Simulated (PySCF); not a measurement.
C2H7BFNO, SMILES CCNB(O)F. Atoms are numbered in the order given.

```xyz
13

C     -2.4725    -0.4763     0.1571
C     -1.3651     0.5273     0.4881
N     -0.2550     0.4935    -0.4466
B      1.0459     0.0130    -0.1840
O      1.9967    -0.0166    -1.1772
F      1.3641    -0.4190     1.0661
H     -2.0803    -1.5135     0.1687
H     -2.8970    -0.2883    -0.8516
H     -3.3045    -0.4096     0.8880
H     -0.9573     0.3176     1.4975
H     -1.7973     1.5536     0.5362
H     -0.4728     0.7833    -1.4015
H      2.8394    -0.3655    -0.8397
```
Charge 0, spin multiplicity 1.

Coordinates come from a PBE-D3(BJ)/def2-SVP optimisation. This is a generated structure with no PubChem entry under its InChIKey; it may be hypothetical. One conformer was computed; it need not be the lowest.

Computed with ωB97X/def2-TZVP run with PySCF.

ESP charges are fitted to the potential on shells at 1.4 to 2.0 van der Waals radii. Atomic charges (e):

| atom | ESP fit | IAO |
|---|---|---|
| C1 | -0.45 | -0.41 |
| C2 | [?] | -0.12 |
| N3 | [?] | -0.47 |
| B4 | 0.69 | 0.64 |
| O5 | [?] | -0.59 |
| F6 | -0.31 | -0.37 |
| H7 | 0.13 | 0.14 |
| H8 | 0.11 | 0.13 |
| H9 | 0.09 | 0.14 |
| H10 | [?] | 0.14 |
| H11 | [?] | 0.12 |
| H12 | [?] | 0.27 |
| H13 | 0.43 | 0.37 |

### Question
Fill in the missing entries. (An estimate is asked for; the answer gives what the named calculation found.)

### Answer

- C2, ESP fit: 0.41
- N3, ESP fit: -0.80
- O5, ESP fit: -0.69
- H10, ESP fit: 0.01
- H11, ESP fit: -0.03
- H12, ESP fit: 0.39

Computed Mayer and Wiberg (Löwdin basis) orders of the bonds:
```csv
bond,Mayer,Wiberg
C1–C2,0.97,1.30
C2–N3,0.89,1.28
N3–B4,1.32,1.67
B4–O5,1.27,1.96
B4–F6,1.11,1.96
C1–H7,0.97,0.91
C1–H8,0.98,0.91
C1–H9,0.98,0.91
C2–H10,0.98,0.85
C2–H11,0.98,0.87
N3–H12,0.91,0.83
O5–H13,0.87,0.94
```
